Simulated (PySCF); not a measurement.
Ligand exchange on a metal centre used in film growth or etching (Hf Cl-OH). Isolated molecules, 0 K electronic values unless said otherwise. One relaxed conformer stands for each flexible species; it need not be the lowest.

The charge on the central atom (Mulliken) from two functionals at the same geometries (BP86-D3(BJ)/def2-SVP), both in PySCF: PBE-D3(BJ)/def2-TZVP and B3LYP-D3(BJ)/def2-TZVP. B3LYP has the VWN-RPA correlation part, as in Gaussian. 

| species | PBE-D3(BJ)/def2-TZVP (e) | B3LYP-D3(BJ)/def2-TZVP (e) |
|---|---|---|
| 0 of 4 Cl replaced by OH | 1.09 | 1.22 |
| 1 of 4 Cl replaced by OH | 1.20 | 1.35 |
| 3 of 4 Cl replaced by OH ([Hf(Cl)(OH)3]) | 1.37 | 1.56 |
| 4 of 4 Cl replaced by OH ([Hf(OH)4]) | 1.43 | 1.64 |

Over these rows, drawn at random from the members with no instability flagged (it was tested for open shells, ions and some series alone), PBE minus B3LYP-D3(BJ): mean -0.17 e, from -0.21 e to -0.13 e.
